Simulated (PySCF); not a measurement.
Ca(Cl)2 anion (CaCl₂), SMILES [Cl][Ca][Cl] (connectivity only; charge and spin as stated), charge -1, multiplicity 2.

The structure is a stationary point at PBE-D3(BJ)/def2-TZVPD. The multiplicity is an assumed one; other spin states were not compared. The isomer is the one that the SMILES or the coordinates give; other isomers of the formula were not compared.

Level of theory: PBE-D3(BJ)/def2-TZVPD (PySCF 2.14.0).

Frequencies are harmonic and unscaled.

Computed vibrational spectrum:
```csv
mode,ν (cm⁻¹),IR (km/mol),moving atoms (share of kinetic energy)
1,64,0.6,"Cl 66 %, Ca 34 %"
2,263,25.1,"Cl 70 %, Ca 30 %"
3,319,66.6,"Ca 58 %, Cl 42 %"
```
